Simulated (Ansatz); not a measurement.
`CC(=O)SCCCCn1c2ccccc2c2ccccc21`. The state is a singlet with charge 0. Geometry PBE-D4/def2-SVP.

Cartesian coordinates in Å:
```
C 3.5956 4.8898 3.5918
C 3.0781 3.5804 3.0350
O 2.1429 2.9551 3.4992
S 4.0050 3.0222 1.5869
C 3.0674 1.4971 1.2219
C 1.7644 1.7493 0.4647
C 1.0140 0.4520 0.1516
C -0.3193 0.7153 -0.5610
N -1.0531 -0.4883 -0.8884
C -1.9500 -1.1421 -0.0493
C -2.3801 -0.7914 1.2421
C -3.3138 -1.6295 1.8670
C -3.8064 -2.7904 1.2291
C -3.3697 -3.1401 -0.0549
C -2.4326 -2.3180 -0.7064
C -1.7719 -2.3703 -1.9951
C -1.8184 -3.2625 -3.0815
C -1.0215 -3.0104 -4.2054
C -0.1786 -1.8772 -4.2520
C -0.1118 -0.9710 -3.1846
C -0.9184 -1.2236 -2.0614
H 3.0133 5.1548 4.4932
H 3.5012 5.6944 2.8346
H 4.6710 4.8034 3.8474
H 2.8672 1.0067 2.1964
H 3.7627 0.8544 0.6438
H 1.9822 2.3018 -0.4757
H 1.1219 2.4123 1.0824
H 0.8151 -0.1094 1.0902
H 1.6387 -0.2135 -0.4836
H -0.1467 1.2822 -1.5001
H -0.9683 1.3582 0.0706
H -1.9989 0.1045 1.7538
H -3.6670 -1.3775 2.8787
H -4.5380 -3.4255 1.7506
H -3.7520 -4.0463 -0.5493
H -2.4727 -4.1471 -3.0457
H -1.0479 -3.7010 -5.0615
H 0.4424 -1.7017 -5.1437
H 0.5543 -0.0969 -3.2314
```

B3LYP takes the VWN-RPA correlation. Single mean-field runs in def2-TZVP are fitted with def2-universal-jkfit.

(1) Estimate the orbital energies around the gap (eV) in Ansatz with LDA (SPW92)/def2-TZVP, PBE-D4/def2-TZVP, r2SCAN-D4/def2-TZVP, B3LYP-D4/6-31G, PBE0-D4/def2-TZVP.

## Answers

(1) 
| orbital | LDA (SPW92)/def2-TZVP | PBE-D4/def2-TZVP | r2SCAN-D4/def2-TZVP | B3LYP-D4/6-31G | PBE0-D4/def2-TZVP |
| --- | --- | --- | --- | --- | --- |
| HOMO−5 | -7.11 | -6.88 | -7.12 | -7.51 | -8.01 |
| HOMO−4 | -6.44 | -6.25 | -6.53 | -7.29 | -7.68 |
| HOMO−3 | -6.43 | -6.22 | -6.45 | -7.05 | -7.39 |
| HOMO−2 | -6.35 | -6.18 | -6.42 | -6.77 | -7.25 |
| HOMO−1 | -5.54 | -5.32 | -5.45 | -5.71 | -6.16 |
| HOMO | -5.15 | -4.94 | -5.07 | -5.34 | -5.82 |
| LUMO | -2.05 | -1.81 | -1.64 | -0.80 | -0.99 |
| LUMO+1 | -2.01 | -1.76 | -1.60 | -0.65 | -0.75 |
| LUMO+2 | -1.17 | -0.92 | -0.74 | 0.25 | -0.03 |
| LUMO+3 | -0.92 | -0.67 | -0.41 | 0.77 | 0.29 |
| LUMO+4 | -0.63 | -0.38 | -0.15 | 0.99 | 0.57 |
| LUMO+5 | -0.34 | -0.08 | 0.15 | 1.28 | 0.90 |
